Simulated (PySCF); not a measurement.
Job file and geometry (Å, from GFN2-xTB) of an NMR shielding run on SMILES [SiH3]OB1SCCS1, C$_{2}$H$_{7}$BOS$_{2}$Si, GIAO PBE0/pcSseg-1 NMR shielding, non-relativistic, gas phase (PySCF 2.14.0, density-fitted response routines); density fitting, a coarse starting grid and PySCF grid level 2 are the driver's defaults:

```
$ OMP_NUM_THREADS=1 python probes_run.py task.json out

{"job": {"kind": "nmr", "xc": "PBE0", "basis": "pcSseg-1"}, "charge": 0, "multiplicity": 1}
Si     3.243771     0.157104     0.442954
O      1.644771     0.412865     0.529999
B      0.362000     0.215641     0.402347
S     -0.875890     1.379050     1.056891
C     -2.306487     0.580743     0.226087
C     -2.074792    -0.910864     0.142591
S     -0.363053    -1.236224    -0.434360
H      3.499571    -1.048912    -0.343016
H      3.744312     1.364947    -0.205679
H      3.643804     0.010074     1.839245
H     -3.194865     0.815852     0.809773
H     -2.392527     1.026018    -0.766175
H     -2.753903    -1.384768    -0.564065
H     -2.177393    -1.381998     1.121265
```

Question: What does the program print?

Answer: 
```
coarse grid: 13560 points
cycle   1  E = -1265.6976081922  dE =  9.278e-01  |g| = 6.757e-01  |ddm| = 3.528e+00
cycle   2  E = -1265.5719585663  dE =  1.256e-01  |g| = 1.070e+00  |ddm| = 1.312e+00
cycle   3  E = -1265.7787458996  dE = -2.068e-01  |g| = 9.718e-02  |ddm| = 8.931e-01
cycle   4  E = -1265.7807960593  dE = -2.050e-03  |g| = 3.544e-02  |ddm| = 1.363e-01
cycle   5  E = -1265.7810795518  dE = -2.835e-04  |g| = 9.976e-03  |ddm| = 4.227e-02
cycle   6  E = -1265.7811057771  dE = -2.623e-05  |g| = 3.279e-03  |ddm| = 1.491e-02
cycle   7  E = -1265.7811084972  dE = -2.720e-06  |g| = 5.717e-04  |ddm| = 3.526e-03
final grid: 117856 points
cycle   8  E = -1265.8355398388  dE = -2.614e-05  |g| = 1.039e-02  |ddm| = 2.771e-02
cycle   9  E = -1265.8355163536  dE =  2.349e-05  |g| = 1.480e-02  |ddm| = 1.920e-02
cycle  10  E = -1265.8355618886  dE = -4.553e-05  |g| = 1.238e-03  |ddm| = 1.217e-02
cycle  11  E = -1265.8355622509  dE = -3.623e-07  |g| = 2.751e-04  |ddm| = 1.522e-03
cycle  12  E = -1265.8355622680  dE = -1.719e-08  |g| = 8.543e-05  |ddm| = 3.270e-04
cycle  13  E = -1265.8355622698  dE = -1.798e-09  |g| = 2.006e-05  |ddm| = 9.443e-05
cycle  14  E = -1265.8355622699  dE = -6.685e-11  |g| = 6.573e-06  |ddm| = 1.977e-05
converged SCF energy = -1265.8355622699

GIAO shielding tensors (ppm)
atom      isotropic    diamagn.    paramagn.     s11        s22        s33       span
  0 Si     389.108     879.372    -490.264    354.753    360.534    452.038     97.285
  1 O      224.678     393.779    -169.100     94.242    187.054    392.739    298.496
  2 B       55.824     195.708    -139.884     42.624     49.847     75.000     32.377
  3 S      499.286    1058.018    -558.731    430.345    467.152    600.363    170.018
  4 C      145.325     251.434    -106.109    107.638    163.289    165.046     57.408
  5 C      144.929     251.869    -106.939    106.412    163.238    165.138     58.727
  6 S      510.478    1059.076    -548.598    436.756    483.870    610.809    174.053
  7 H       26.454      28.995      -2.541     22.794     25.688     30.878      8.084
  8 H       26.505      28.303      -1.798     22.830     25.077     31.610      8.780
  9 H       26.511      28.101      -1.590     22.844     25.084     31.606      8.762
 10 H       28.703      29.299      -0.596     22.845     26.603     36.661     13.816
 11 H       28.511      30.810      -2.299     23.102     27.047     35.385     12.283
 12 H       28.668      29.981      -1.313     22.748     26.633     36.625     13.877
 13 H       28.484      30.704      -2.220     22.989     27.074     35.389     12.399
```

Size and cost of the density-fitted run: 175 basis functions, about 90 core-seconds.
